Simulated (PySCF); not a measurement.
**Energy of Pt⁺ (platinum, charge +1) between two integer charges**

The 5d beta orbital of [Xe] 4f14 5d9 is emptied in steps (occupation f), with all orbitals relaxed, ending at [Xe] 4f14 5d8. Calculation: PySCF 2.14, in def2-TZVPPD with the def2 core potential (60 electrons) (6s5p3d2f1g, 59 functions); a scalar-relativistic core potential. The exact energy is a straight line in f; departures are measured from the line between the end points of the same method.

| f | B3LYP (eV) |
| --- | --- |
| 1 | 0.000 |
| 0.9 | -0.341 |
| 0.7 | -0.815 |
| 0.5 | -0.986 |
| 0.3 | -0.838 |
| 0.1 | -0.362 |
| 0 | 0.000 |

```tsv
method	E(f=0) − E(f=1) (eV)	−ε at f=1 (eV)	−ε at f=0.5 (eV)
B3LYP	19.045	15.324	18.980
```

Orbital energy along the path (eV):

| f | B3LYP |
| --- | --- |
| 1 | -15.324 |
| 0.9 | -15.962 |
| 0.7 | -17.415 |
| 0.5 | -18.980 |
| 0.3 | -20.598 |
| 0.1 | -22.251 |
| 0 | -23.089 |

Reference removal energy between the ground levels: 18.56 ± 0.12 eV (measured; NIST Atomic Spectra Database, ionization energies). The calculation has no spin-orbit coupling. The determinant left behind need not be the lowest term of the ion.
